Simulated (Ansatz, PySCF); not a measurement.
Torsion H3–B1–Se2–H5 in BH3Se (SMILES B[SeH]); at each angle all else is relaxed with GFN2-xTB, and the levels are single points there.
Geometry at 180° (charge 0, multiplicity 1):
| atom | x (Å) | y (Å) | z (Å) |
|---|---|---|---|
| B | -0.6336 | -0.0105 | 0.0720 |
| Se | 1.0865 | -0.6531 | 0.4093 |
| H | -1.4427 | -0.7900 | -0.2474 |
| H | -0.8825 | 1.1241 | 0.1785 |
| H | 1.7585 | 0.5782 | 0.7614 |

On the grid 0° to 330°, 270° is the highest and 180° the lowest point at CCSD(T)/CBS(cc-pVTZ, cc-pVQZ).

Frozen-core correlation. Filled d and f shells under p-block atoms count as core. CBS(a, b) extrapolates the correlation energy as X⁻³ and adds the Hartree–Fock energy of set b. Rows in 6-31G* carry no dispersion term and start afresh at each structure (6-31G* with six Cartesian d functions); the Pople sets are all-electron and without relativity.

Programs: Ansatz (an electronic-structure program) with Gaussian orbitals; PySCF for 6-31G* rows. Each number belongs to the level named beside it.

Predict the energy at 270° less that at 180° from M06-2X/6-31G*.

839 meV

What energy at 270° less that at 180° does B3LYP/6-31G* give?

879 meV

Give the energy at 270° less that at 180° at the level CCSD(T)/CBS(cc-pVTZ, cc-pVQZ).

844 meV
